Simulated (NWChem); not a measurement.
Species: ZnI cation; SMILES [Zn+][I]

Computed with NWChem. def2 effective core potentials on I; no spin-orbit coupling. The level has its own optimisation; frequencies are unscaled.

Problem. Predict the results for PBE0-D3(BJ)/def2-TZVP (core potentials). Quantities: r I–Zn (Å); highest harmonic frequency (cm⁻¹); zero-point energy (kcal/mol).

Solution. 
```json
{
 "r I–Zn (Å)": "2.381",
 "highest harmonic frequency (cm⁻¹)": "275",
 "zero-point energy (kcal/mol)": "0.4"
}
```
